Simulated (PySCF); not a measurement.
These are PBE-D3(BJ)/def2-TZVP // r2SCAN-D4/def2-SVP in PySCF values and carry that method's errors. Isolated molecules, 0 K electronic values unless said otherwise. One relaxed conformer stands for a flexible species; it need not be the lowest. 

Reference species: [Ti(F)4] (neutral, multiplicity 1).

* **charge on the central atom (Mulliken)**: 1.48 e
* **HOMO–LUMO gap**: 6.46 eV
* **coordination number**: 4

Changed species: [Ti(F)(NH2)3] (3 of 4 F replaced by NH2; the reference has 0 of 4 F replaced by NH2).

Task: Predict the effect on the charge on the central atom (Mulliken), HOMO–LUMO gap and coordination number.

Result: the charge on the central atom (Mulliken) falls by 0.10 e, to 1.38 e; the HOMO–LUMO gap decreases by 2.60 eV, to 3.86 eV; the coordination number hardly moves.
